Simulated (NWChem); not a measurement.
System: C$_{2}$H$_{6}$N anion

The following NWChem deck was run.

```
start job
memory heap 200 mb stack 900 mb global 1100 mb
charge -1
geometry units angstroms noautoz
  C      1.152322     0.000000     0.155160
  N      0.000000     0.000000    -0.649044
  C     -1.152322     0.000000     0.155160
  H      1.246465    -0.892179     0.867004
  H      1.246465     0.892179     0.867004
  H      2.081738     0.000000    -0.450410
  H     -1.246465    -0.892179     0.867004
  H     -2.081738     0.000000    -0.450410
  H     -1.246465     0.892179     0.867004
end
basis spherical
  * library def2-svp
end
dft
  xc m06-2x
  iterations 150
  mulliken
end
task dft gradient
```

Parts of the log:

```
             Northwest Computational Chemistry Package (NWChem) 7.3.0
             --------------------------------------------------------

 C2V symmetry detected

                             Geometry "geometry" -> ""
                             -------------------------

 Output coordinates in angstroms (scale by  1.889725989 to convert to a.u.)

  No.       Tag          Charge          X              Y              Z
 ---- ---------------- ---------- -------------- -------------- --------------
    1 C                    6.0000     1.15232200     0.00000000     0.15972768
    2 N                    7.0000     0.00000000     0.00000000    -0.64447632
    3 C                    6.0000    -1.15232200     0.00000000     0.15972768
    4 H                    1.0000     1.24646500    -0.89217900     0.87157168
    5 H                    1.0000     1.24646500     0.89217900     0.87157168
    6 H                    1.0000     2.08173800     0.00000000    -0.44584232
    7 H                    1.0000    -1.24646500    -0.89217900     0.87157168
    8 H                    1.0000    -2.08173800     0.00000000    -0.44584232
    9 H                    1.0000    -1.24646500     0.89217900     0.87157168

 Effective nuclear repulsion energy (a.u.)      77.0811806811

      Symmetry information
      --------------------

 Group name             C2v
 Group number             16
 Group order               4
 No. of unique centers     4

                                 NWChem DFT Module
                                 -----------------

 Summary of "ao basis" -> "ao basis" (spherical)
 ------------------------------------------------------------------------------
       Tag                 Description            Shells   Functions and Types
 ---------------- ------------------------------  ------  ---------------------
 C                          def2-svp                 6       14   3s2p1d
 N                          def2-svp                 6       14   3s2p1d
 H                          def2-svp                 3        5   2s1p

      Symmetry analysis of basis
      --------------------------

        a1         26
        a2         11
        b1         22
        b2         13

            General Information
            -------------------
          SCF calculation type: DFT
          Wavefunction type:  closed shell.
          No. of atoms     :     9
          No. of electrons :    26
           Alpha electrons :    13
            Beta electrons :    13
          Charge           :    -1
          Spin multiplicity:     1
          Use of symmetry is: on ; symmetry adaption is: on
          Maximum number of iterations: 150
          AO basis - number of functions:    72
                     number of shells:    36
          Convergence on energy requested:  1.00D-06
          Convergence on density requested:  1.00D-05
          Convergence on gradient requested:  5.00D-04

              XC Information
              --------------
                       M06-2X Method XC Functional
                     Hartree-Fock (Exact) Exchange  0.540
                        M06-2X Exchange Functional  1.000
                      M06-2X Correlation Potential  1.000

             Grid Information
             ----------------
          Grid used for XC integration:  medium
          Radial quadrature: Mura-Knowles
          Angular quadrature: Lebedev.
          Tag              B.-S. Rad. Rad. Pts. Rad. Cut. Ang. Pts.
          ---              ---------- --------- --------- ---------
          C                   0.70       49          10.0       434
          N                   0.65       49           7.0       434
          H                   0.35       45          11.0       434
          Grid pruning is: on
          Number of quadrature shells:   188
          Spatial weights used:  Erf1

      Superposition of Atomic Density Guess
      -------------------------------------

 Sum of atomic energies:        -132.48947670

 Renormalizing density from      25.00 to     26

      Non-variational initial energy
      ------------------------------

 Total energy =    -137.681254
 1-e energy   =    -342.949337
 2-e energy   =     128.186902
 HOMO         =       0.140996
 LUMO         =       0.338124

      Symmetry analysis of molecular orbitals - initial
      -------------------------------------------------

  Numbering of irreducible representations:

     1 a1          2 a2          3 b1          4 b2

  Orbital symmetries:

     1 a1          2 a1          3 b1          4 a1          5 b1
     6 a1          7 a1          8 b2          9 b1         10 a2
    11 b1         12 a1         13 b2         14 a1         15 b1
    16 a1         17 b2         18 b1         19 a2         20 a1
    21 b1         22 a1         23 a2

     ---------------------------------------------
      Total Density - Mulliken Population Analysis
     ---------------------------------------------

    Atom       Charge   Shell Charges
 -----------   ------   -------------------------------------------------------
    1 C    6     5.67   1.99  0.86  0.20  1.62  0.96  0.04
    2 N    7     7.80   1.99  0.98  0.72  2.22  1.87  0.02
    3 C    6     5.67   1.99  0.86  0.20  1.62  0.96  0.04
    4 H    1     1.16   0.72  0.42  0.02
    5 H    1     1.16   0.72  0.42  0.02
    6 H    1     1.11   0.73  0.36  0.02
    7 H    1     1.16   0.72  0.42  0.02
    8 H    1     1.11   0.73  0.36  0.02
    9 H    1     1.16   0.72  0.42  0.02

   convergence    iter        energy       DeltaE   RMS-Dens  Diis-err
 ---------------- ----- ----------------- --------- --------- ---------
 d= 0,ls=0.0,diis     1   -134.2199150578 -2.11D+02  1.53D-02  7.17D-01
 d= 0,ls=0.0,diis     2   -134.2540150748 -3.41D-02  8.73D-03  5.25D-01
 d= 0,ls=0.0,diis     3   -134.3199794162 -6.60D-02  2.02D-03  3.51D-03
 d= 0,ls=0.0,diis     4   -134.3203154569 -3.36D-04  6.47D-04  2.13D-03
 d= 0,ls=0.0,diis     5   -134.3205534022 -2.38D-04  1.64D-04  3.31D-05
  Resetting Diis
 d= 0,ls=0.0,diis     6   -134.3205587457 -5.34D-06  4.80D-05  9.95D-07
 d= 0,ls=0.0,diis     7   -134.3205589935 -2.48D-07  1.29D-05  4.71D-08
 d= 0,ls=0.0,diis     8   -134.3205590094 -1.59D-08  3.63D-06  8.21D-09

         Total DFT energy =     -134.320559009443
      One electron energy =     -338.950035191034
           Coulomb energy =      147.633949592377
    Exchange-Corr. energy =      -20.085654091922
 Nuclear repulsion energy =       77.081180681135

 Numeric. integr. density =       26.000012583465

                  Occupations of the irreducible representations
                  ----------------------------------------------

                     irrep           alpha         beta
                     --------     --------     --------
                     a1                6.0          6.0
                     a2                1.0          1.0
                     b1                4.0          4.0
                     b2                2.0          2.0

                       DFT Final Molecular Orbital Analysis
                       ------------------------------------

 Vector   11  Occ=2.000000D+00  E=-1.796534D-01  Symmetry=b1
              MO Center= -5.2D-16, -7.8D-16, -1.4D-01, r^2= 3.1D+00
   Bfn.  Coefficient  Atom+Function         Bfn.  Coefficient  Atom+Function
  ----- ------------  ---------------      ----- ------------  ---------------
     4      0.318528  1 C  px                32      0.318528  3 C  px
    53      0.269684  6 H  s                 63     -0.269684  8 H  s
    18      0.265744  2 N  px                54      0.196458  6 H  s
    64     -0.196458  8 H  s                  7      0.145019  1 C  px
    35      0.145019  3 C  px                 3     -0.123967  1 C  s

 Vector   12  Occ=2.000000D+00  E=-3.715048D-02  Symmetry=a1
              MO Center= -5.3D-16, -2.1D-16, -5.8D-01, r^2= 1.9D+00
   Bfn.  Coefficient  Atom+Function         Bfn.  Coefficient  Atom+Function
  ----- ------------  ---------------      ----- ------------  ---------------
    20      0.458923  2 N  pz                17      0.388568  2 N  s
    23     -0.373403  2 N  pz                16      0.191434  2 N  s
    44      0.157900  4 H  s                 49      0.157900  5 H  s
    59      0.157900  7 H  s                 69      0.157900  9 H  s
     6      0.141251  1 C  pz                34      0.141251  3 C  pz

 Vector   13  Occ=2.000000D+00  E= 3.322775D-02  Symmetry=b2
              MO Center= -6.4D-16, -9.9D-16, -1.8D-01, r^2= 2.2D+00
   Bfn.  Coefficient  Atom+Function         Bfn.  Coefficient  Atom+Function
  ----- ------------  ---------------      ----- ------------  ---------------
    19      0.515386  2 N  py                22     -0.460323  2 N  py
    44     -0.299310  4 H  s                 49      0.299310  5 H  s
    59     -0.299310  7 H  s                 69      0.299310  9 H  s
    43     -0.162629  4 H  s                 48      0.162629  5 H  s
    58     -0.162629  7 H  s                 68      0.162629  9 H  s

 Vector   14  Occ=0.000000D+00  E= 2.862921D-01  Symmetry=a1
              MO Center= -5.1D-14,  8.2D-15,  6.6D-01, r^2= 6.9D+00
   Bfn.  Coefficient  Atom+Function         Bfn.  Coefficient  Atom+Function
  ----- ------------  ---------------      ----- ------------  ---------------
     3      1.856479  1 C  s                 31      1.856479  3 C  s
    44     -0.855747  4 H  s                 49     -0.855747  5 H  s
    59     -0.855747  7 H  s                 69     -0.855747  9 H  s
    54     -0.840197  6 H  s                 64     -0.840197  8 H  s
     7      0.323468  1 C  px                35     -0.323468  3 C  px

 Vector   15  Occ=0.000000D+00  E= 3.228412D-01  Symmetry=b1
              MO Center=  4.5D-14, -7.8D-15,  3.5D-01, r^2= 8.2D+00
   Bfn.  Coefficient  Atom+Function         Bfn.  Coefficient  Atom+Function
  ----- ------------  ---------------      ----- ------------  ---------------
     3      2.165046  1 C  s                 31     -2.165046  3 C  s
    54     -1.117623  6 H  s                 64      1.117623  8 H  s
    44     -0.905277  4 H  s                 49     -0.905277  5 H  s
    59      0.905277  7 H  s                 69      0.905277  9 H  s
     7      0.334935  1 C  px                35      0.334935  3 C  px

 Vector   16  Occ=0.000000D+00  E= 3.519105D-01  Symmetry=a1
              MO Center=  1.7D-14, -9.6D-15, -2.3D-01, r^2= 7.4D+00
   Bfn.  Coefficient  Atom+Function         Bfn.  Coefficient  Atom+Function
  ----- ------------  ---------------      ----- ------------  ---------------
    54      1.415019  6 H  s                 64      1.415019  8 H  s
     9      0.753469  1 C  pz                37      0.753469  3 C  pz
    44     -0.536581  4 H  s                 49     -0.536581  5 H  s
    59     -0.536581  7 H  s                 69     -0.536581  9 H  s
     7     -0.399302  1 C  px                35      0.399302  3 C  px

     ---------------------------------------------
      Total Density - Mulliken Population Analysis
     ---------------------------------------------

    Atom       Charge   Shell Charges
 -----------   ------   -------------------------------------------------------
    1 C    6     5.88   1.99  0.90  0.10  2.02  0.82  0.05
    2 N    7     7.58   1.99  0.97  0.68  2.37  1.55  0.02
    3 C    6     5.88   1.99  0.90  0.10  2.02  0.82  0.05
    4 H    1     1.14   0.75  0.37  0.02
    5 H    1     1.14   0.75  0.37  0.02
    6 H    1     1.06   0.76  0.28  0.02
    7 H    1     1.14   0.75  0.37  0.02
    8 H    1     1.06   0.76  0.28  0.02
    9 H    1     1.14   0.75  0.37  0.02

     -------------------------------------------
      Total Density - Lowdin Population Analysis
     -------------------------------------------

    Atom       Charge   Shell Charges
 -----------   ------   -------------------------------------------------------
    1 C    6     6.05   1.96  0.58  0.31  1.79  1.26  0.13
    2 N    7     7.54   1.97  0.78  0.53  2.28  1.93  0.05
    3 C    6     6.05   1.96  0.58  0.31  1.79  1.26  0.13
    4 H    1     1.08   0.66  0.36  0.06
    5 H    1     1.08   0.66  0.36  0.06
    6 H    1     1.03   0.67  0.31  0.06
    7 H    1     1.08   0.66  0.36  0.06
    8 H    1     1.03   0.67  0.31  0.06
    9 H    1     1.08   0.66  0.36  0.06

     Multipole analysis of the density
     ---------------------------------

     L   x y z        total         alpha         beta         nuclear
     -   - - -        -----         -----         ----         -------
     0   0 0 0     -1.000000    -13.000000    -13.000000     25.000000

     1   1 0 0      0.000000      0.000000      0.000000      0.000000
     1   0 1 0     -0.000000     -0.000000     -0.000000      0.000000
     1   0 0 1      0.390235      0.195118      0.195118     -0.000000

     2   2 0 0    -20.775853    -65.411096    -65.411096    110.046340
     2   1 1 0      0.000000      0.000000      0.000000      0.000000
     2   1 0 1      0.000000      0.000000      0.000000      0.000000
     2   0 2 0    -19.837512    -15.603771    -15.603771     11.370031
     2   0 1 1      0.000000      0.000000      0.000000      0.000000
     2   0 0 2    -21.442900    -22.594708    -22.594708     23.746516

            General Information
            -------------------
          SCF calculation type: DFT
          Wavefunction type:  closed shell.
          No. of atoms     :     9
          No. of electrons :    26
           Alpha electrons :    13
            Beta electrons :    13
          Charge           :    -1
          Spin multiplicity:     1
          Use of symmetry is: on ; symmetry adaption is: on
          Maximum number of iterations: 150
          AO basis - number of functions:    72
                     number of shells:    36
          Convergence on energy requested:  1.00D-06
          Convergence on density requested:  1.00D-05
          Convergence on gradient requested:  5.00D-04

              XC Information
              --------------
                       M06-2X Method XC Functional
                     Hartree-Fock (Exact) Exchange  0.540
                        M06-2X Exchange Functional  1.000
                      M06-2X Correlation Potential  1.000

             Grid Information
             ----------------
          Grid used for XC integration:  medium
          Radial quadrature: Mura-Knowles
          Angular quadrature: Lebedev.
          Tag              B.-S. Rad. Rad. Pts. Rad. Cut. Ang. Pts.
          ---              ---------- --------- --------- ---------
          C                   0.70       49          10.0       434
          N                   0.65       49           7.0       434
          H                   0.35       45          11.0       434
          Grid pruning is: on
          Number of quadrature shells:   188
          Spatial weights used:  Erf1

[...]

                         DFT ENERGY GRADIENTS

    atom               coordinates                        gradient
                 x          y          z           x          y          z
   1 C       2.177573   0.000000   0.301842    0.014984   0.000000   0.003235
   2 N       0.000000   0.000000  -1.217884    0.000000   0.000000   0.001718
   3 C      -2.177573   0.000000   0.301842   -0.014984   0.000000   0.003235
   4 H       2.355477  -1.685974   1.647032   -0.001963  -0.000252  -0.001981
   5 H       2.355477   1.685974   1.647032   -0.001963   0.000252  -0.001981
   6 H       3.933914   0.000000  -0.842520   -0.001397   0.000000  -0.000131
   7 H      -2.355477  -1.685974   1.647032    0.001963  -0.000252  -0.001981
   8 H      -3.933914   0.000000  -0.842520    0.001397   0.000000  -0.000131
   9 H      -2.355477   1.685974   1.647032    0.001963   0.000252  -0.001981
```

Level: M06-2X/def2-SVP. Sets without diffuse functions describe the anion's extra electron poorly. Structure relaxed at the B3LYP/def2-SVPD level. The highest occupied level is positive, so the extra electron may be held by the finite basis.
